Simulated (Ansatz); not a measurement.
Harmonic frequencies (cm⁻¹) at PBE0-D4/def2-TZVP from Ansatz: 129, 210, 222, 493, 628, 650, 931, 977, 1062, 1210, 1249, 1407, 1451, 1490, 1494, 1935, 3038, 3065, 3102, 3104, 3125.

Which molecule is it?
A. `C[O][GeH][OH]`•
B. `C[CH2][SbH]`•
C. `C=CC[O]`•
D. `C[CH2][Ga][Cl]`•

B.
